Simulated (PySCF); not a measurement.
Compound: C₅H₈F₃S (doublet state).
Geometry (GFN2-xTB, Å), atoms numbered from 1 in this order:
```
atom  x, y, z in Å
C1    -1.966   -0.801   -0.238
C2    -1.476    0.393    0.598
C3    -0.037    0.659    0.348
C4     0.440    1.231   -0.934
S5     1.083    0.284    1.595
C6     2.317   -0.800    0.692
F7     1.695   -1.720   -0.048
F8     3.099   -1.428    1.561
F9     3.102   -0.101   -0.131
H10   -1.390   -1.690    0.002
H11   -3.014   -0.995   -0.025
H12   -1.857   -0.594   -1.299
H13   -2.071    1.272    0.331
H14   -1.631    0.177    1.656
H15   -0.370    1.757   -1.435
H16    1.271    1.917   -0.771
H17    0.799    0.450   -1.613
```

The hyperfine couplings belong to this conformer and change with its torsions.

Identity: `CC[C](C)SC(F)(F)F` [radical].

The calculation used PySCF 2.14.0, UKS B3LYP, pcH-1 on C F H S, non-relativistic, mean-field spin-orbit, GIAO. Isolated species at its GFN2-xTB geometry (one conformer only). The geometry wasn't refined by DFT: couplings that depend on bond lengths, twists or pyramidal angles can differ widely from those at the functional's own minimum. Stability of the SCF solution: not tested.

Match the computed a_iso(13C) values +106.4, +89.1, +67.4, -26.2, -23.9 MHz with the sites C1; C2; C3; C4; C6.

```json
{"site": "C1", "a_iso (MHz)": "+67.4", "ρ(0) (bohr⁻³)": "+0.0600", "position": "2 bonds from C3", "distance from C3 (Å)": "2.49", "spin population": "+0.05", "largest |T| (MHz)": "10.9"}
{"site": "C2", "a_iso (MHz)": "-23.9", "ρ(0) (bohr⁻³)": "-0.0212", "position": "1 bond from C3", "distance from C3 (Å)": "1.48", "spin population": "-0.07", "largest |T| (MHz)": "2.6"}
{"site": "C3", "a_iso (MHz)": "+89.1", "ρ(0) (bohr⁻³)": "+0.0793", "position": "largest spin population", "distance from C3 (Å)": "0.00", "spin population": "+0.85", "largest |T| (MHz)": "146.4"}
{"site": "C4", "a_iso (MHz)": "-26.2", "ρ(0) (bohr⁻³)": "-0.0233", "position": "1 bond from C3", "distance from C3 (Å)": "1.48", "spin population": "-0.07", "largest |T| (MHz)": "2.1"}
{"site": "C6", "a_iso (MHz)": "+106.4", "ρ(0) (bohr⁻³)": "+0.0947", "position": "2 bonds from C3", "distance from C3 (Å)": "2.79", "spin population": "+0.06", "largest |T| (MHz)": "15.1"}
```

The isotropic 1H couplings, averaged over equivalent nuclei, are +63.0, +29.2, +2.3 MHz. Assign them to H10/H11/H12; H13/H14; H15/H16/H17.

```json
{"site": "H10/H11/H12", "a_iso (MHz)": "+2.3", "ρ(0) (bohr⁻³)": "+0.0005", "position": "γ, 3 bonds from C3", "distance from C3 (Å)": "2.97", "bound to": "C1", "spin population there": "+0.05", "largest |T| (MHz)": "6.0"}
{"site": "H13/H14", "a_iso (MHz)": "+29.2", "ρ(0) (bohr⁻³)": "+0.0065", "position": "β, 2 bonds from C3", "distance from C3 (Å)": "2.12", "bound to": "C2", "spin population there": "-0.07", "largest |T| (MHz)": "8.5"}
{"site": "H15/H16/H17", "a_iso (MHz)": "+63.0", "ρ(0) (bohr⁻³)": "+0.0141", "position": "β, 2 bonds from C3", "distance from C3 (Å)": "2.13", "bound to": "C4", "spin population there": "-0.07", "largest |T| (MHz)": "8.0"}
```

ρ(0) is the spin density at the nucleus and T the dipolar tensor; a_iso includes a spin–orbit part; entries for several nuclei are means. The Mulliken spin populations are largest on C3 (+0.85), C4 (-0.07), C2 (-0.07) and C6 (+0.06). C3 is the only atom above +0.15. The positive populations add up to 1.14 and the negative ones to -0.14, together 2S = 1. The angles at C3 add up to 360.0°, so it is planar.

Means are taken over nuclei equivalent by connectivity, which assumes that they swap fast. The three 1H nuclei of mean +63.0 MHz run from 25.8 to 117.2 MHz in the frozen geometry. The three 19F nuclei of mean +16.2 MHz run from -5.9 to 37.9 MHz in the frozen geometry. The 1H value of +29.2 MHz is a mean of couplings from 11.0 to 47.4 MHz in this one geometry, not an average over conformers.
